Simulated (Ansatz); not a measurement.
`[CH3][Hf]12345678([Cl])([C@H]9[C@@H]1[C@@H]2[C@@H]3[C@H]94)[C@H]1[C@@H]5[C@@H]6[C@@H]7[C@H]18` and `[Cl][Hf]12345678([Cl])([C@H]9[C@@H]1[C@@H]2[C@@H]3[C@H]94)[C@H]1[C@@H]5[C@@H]6[C@@H]7[C@H]18` differ in one atom or group.

Ansatz, PBE0-D4/def2-TZVP geometries, multiplicity 1. 

Elements past krypton have def2 core potentials.

```json
{"property": "HOMO energy (PBE0/def2-TZVPP) / eV", "`[CH3][Hf]12345678([Cl])([C@H]9[C@@H]1[C@@H]2[C@@H]3[C@H]94)[C@H]1[C@@H]5[C@@H]6[C@@H]7[C@H]18`": "-6.85"}
{"property": "size of the dipole moment (PBE/def2-TZVPP) / D", "`[CH3][Hf]12345678([Cl])([C@H]9[C@@H]1[C@@H]2[C@@H]3[C@H]94)[C@H]1[C@@H]5[C@@H]6[C@@H]7[C@H]18`": "3.07"}
{"property": "HOMO energy (PBE/def2-TZVPP) / eV", "`[CH3][Hf]12345678([Cl])([C@H]9[C@@H]1[C@@H]2[C@@H]3[C@H]94)[C@H]1[C@@H]5[C@@H]6[C@@H]7[C@H]18`": "-5.83"}
{"property": "HOMO energy (B3LYP/def2-TZVPP) / eV", "`[CH3][Hf]12345678([Cl])([C@H]9[C@@H]1[C@@H]2[C@@H]3[C@H]94)[C@H]1[C@@H]5[C@@H]6[C@@H]7[C@H]18`": "-6.63"}
{"property": "HOMO–LUMO gap (ωB97M-V/def2-TZVPP) / eV", "`[CH3][Hf]12345678([Cl])([C@H]9[C@@H]1[C@@H]2[C@@H]3[C@H]94)[C@H]1[C@@H]5[C@@H]6[C@@H]7[C@H]18`": "9.76"}
{"property": "LUMO energy (ωB97M-V/def2-TZVPP) / eV", "`[CH3][Hf]12345678([Cl])([C@H]9[C@@H]1[C@@H]2[C@@H]3[C@H]94)[C@H]1[C@@H]5[C@@H]6[C@@H]7[C@H]18`": "0.87"}
```

Task: What does the change do to each property? (Estimate.)

Result: The calculation gave: 
```json
{"property": "HOMO energy (PBE0/def2-TZVPP) / eV", "`[Cl][Hf]12345678([Cl])([C@H]9[C@@H]1[C@@H]2[C@@H]3[C@H]94)[C@H]1[C@@H]5[C@@H]6[C@@H]7[C@H]18`": "-6.95", "shift": "-0.10"}
{"property": "size of the dipole moment (PBE/def2-TZVPP) / D", "`[Cl][Hf]12345678([Cl])([C@H]9[C@@H]1[C@@H]2[C@@H]3[C@H]94)[C@H]1[C@@H]5[C@@H]6[C@@H]7[C@H]18`": "4.05", "shift": "0.98"}
{"property": "HOMO energy (PBE/def2-TZVPP) / eV", "`[Cl][Hf]12345678([Cl])([C@H]9[C@@H]1[C@@H]2[C@@H]3[C@H]94)[C@H]1[C@@H]5[C@@H]6[C@@H]7[C@H]18`": "-5.93", "shift": "-0.10"}
{"property": "HOMO energy (B3LYP/def2-TZVPP) / eV", "`[Cl][Hf]12345678([Cl])([C@H]9[C@@H]1[C@@H]2[C@@H]3[C@H]94)[C@H]1[C@@H]5[C@@H]6[C@@H]7[C@H]18`": "-6.73", "shift": "-0.10"}
{"property": "HOMO–LUMO gap (ωB97M-V/def2-TZVPP) / eV", "`[Cl][Hf]12345678([Cl])([C@H]9[C@@H]1[C@@H]2[C@@H]3[C@H]94)[C@H]1[C@@H]5[C@@H]6[C@@H]7[C@H]18`": "9.50", "shift": "-0.26"}
{"property": "LUMO energy (ωB97M-V/def2-TZVPP) / eV", "`[Cl][Hf]12345678([Cl])([C@H]9[C@@H]1[C@@H]2[C@@H]3[C@H]94)[C@H]1[C@@H]5[C@@H]6[C@@H]7[C@H]18`": "0.52", "shift": "-0.35"}
```

With PBE0 the HOMO falls by 0.10 eV and the LUMO falls by 0.34 eV, so the gap narrows by about 0.24 eV. PBE moves the HOMO by -0.10 eV and ωB97M-V by -0.08 eV. Dipoles are sizes alone; their direction can turn.

B3LYP here is the variant with VWN-RPA as its local correlation; programs differ in this.

Positive LUMOs are unbound, so they and the gaps depend on the basis.
